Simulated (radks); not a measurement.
Q: All-electron atom: Dy46+ in [Ar] 3d2. Calculated with a radial shooting solver on a logarithmic mesh with Libxc functionals: scalar-relativistic Kohn-Sham, PBE, spin-polarised, spherical densities, finite nucleus; open shells are filled with parallel spins first (spin-orbit coupling, left out, can overturn this in heavy ions); Fermi nuclear charge, rms radius 5.2218 fm. Some entries of the table are withheld. Estimate them.

| orbital | occ. | eigenvalue (eV) | <1/r> (bohr^-1) |
|---|---|---|---|
| 1s up | 1 | -56489.46 | 74.55 |
| 1s down | 1 | -56489.36 | 74.55 |
| 2s up | 1 | -11707.84 | 17.46 |
| 2s down | 1 | -11697.76 | 17.47 |
| 2p up | 3 | (1) | 16.19 |
| 2p down | 3 | (2) | 16.21 |
| 3s up | 1 | -4398.653 | 6.888 |
| 3s down | 1 | -4387.753 | 6.874 |
| 3p up | 3 | (3) | 6.501 |
| 3p down | 3 | (4) | 6.487 |
| 3d up | 2 | -3771.362 | 6.188 |
| 3d down | 0 | -3756.793 | 6.179 |

A: 
(1) 2p up eigenvalue (eV): -10717.45
(2) 2p down eigenvalue (eV): -10709.68
(3) 3p up eigenvalue (eV): -4097.043
(4) 3p down eigenvalue (eV): -4085.739
